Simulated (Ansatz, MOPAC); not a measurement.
Species: SbF₂, charge 1, multiplicity 1. SMILES of the parent species: [F][Sb][F]

Atoms: Sb1, F2, F3. Bonds: Sb1-F2, Sb1-F3.

Bond lengths (Å) and angles (degrees) optimised at AM1 with MOPAC; PM6 with MOPAC; B3LYP/LANL2DZ with Ansatz (a program for electronic structure); B3LYP/6-31G* with LANL2DZ past Ar with Ansatz, each started from the B3LYP-D3(BJ)/def2-TZVP structure (Ansatz) of the last column. A row stands for all coordinates that are equal there. 6-31G* holds six Cartesian d functions. No wavenumbers were computed at B3LYP/LANL2DZ, so these may be saddle points.

| coordinate | AM1 | PM6 | B3LYP/LANL2DZ | B3LYP/6-31G* with LANL2DZ past Ar | B3LYP-D3(BJ)/def2-TZVP |
|---|---|---|---|---|---|
| Sb1-F2 | 1.870 | 1.936 | 1.889 | 1.817 | 1.852 |
| F2-Sb1-F3 | 90.9 | 94.9 | 95.2 | 95.9 | 96.1 |

Mean signed difference of all 2 bond lengths from B3LYP-D3(BJ)/def2-TZVP: AM1 0.018 Å, PM6 0.084 Å, B3LYP/LANL2DZ 0.037 Å, B3LYP/6-31G* with LANL2DZ past Ar -0.035 Å.
